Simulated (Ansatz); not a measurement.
Isolated molecules relaxed with PBE0-D4/def2-TZVP in Ansatz; ΔE leaves out vibrations. CCSD(T)/CBS is the MP2 limit (def2-TZVPP, def2-QZVPP) plus CCSD(T) − MP2 in def2-TZVPP, frozen cores. This one scheme is used for every species, atoms too. Functionals use def2-TZVPP. B3LYP here is the variant with VWN-RPA as its local correlation; programs differ in this. Open shells (•) are unrestricted, without spin–orbit coupling. Spin–orbit coupling would lower the free atoms: a little for C, Si; clearly for Se. For Se outer-core shells are correlated without core-valence functions, so the limit isn't a true one: a few kJ/mol of doubt a bond, and 10 to 20 or more in all where bonds break to atoms. Scalar relativity is left out up to krypton. Each species was taken in one conformer, which may not be the lowest.

Reaction (atomization): `[SeH]C1C[SiH2]1` → 2 C• + 6 H• + Se• + Si•

CCSD(T)/CBS gives +3379.3 kJ/mol.

(1) Another level gave +3323.2 kJ/mol. Which?
A. CCSD/def2-TZVPP
B. MP2/def2-TZVPP
C. B3LYP/def2-TZVPP
D. B3LYP-D4/def2-TZVPP

Largest T1 diagnostic among the species: 0.012.

## Answers

(1) B. MP2/def2-TZVPP 3323.2, B3LYP-D4 3365.8, CCSD/def2-TZVPP 3237.9, B3LYP 3327.6 kJ/mol.

In def2-TZVPP, CCSD(T) changes the Hartree–Fock value by +857.7 kJ/mol (the triples alone add +52.7 kJ/mol) and MP2 by +890.3 kJ/mol; breaking electron pairs costs correlation energy, which Hartree–Fock lacks. From PBE to PBE0 (25 % exact exchange), in def2-TZVPP and without D4, ΔE moves by −39.7 kJ/mol: exact exchange takes away binding that semilocal exchange gives to molecules. The D4 term adds +38.2 kJ/mol with B3LYP and +19.8 kJ/mol with PBE0; it sums over pairs of atoms, weighted by their polarisabilities, and B3LYP, whose exchange is more repulsive, gets the larger term.

For atomizations the MP2-based limit and the directly extrapolated one differ by several kJ/mol either way, and by 10 to 25 for some Ge, Se and Sn compounds, so smaller differences from it don't rank the levels.
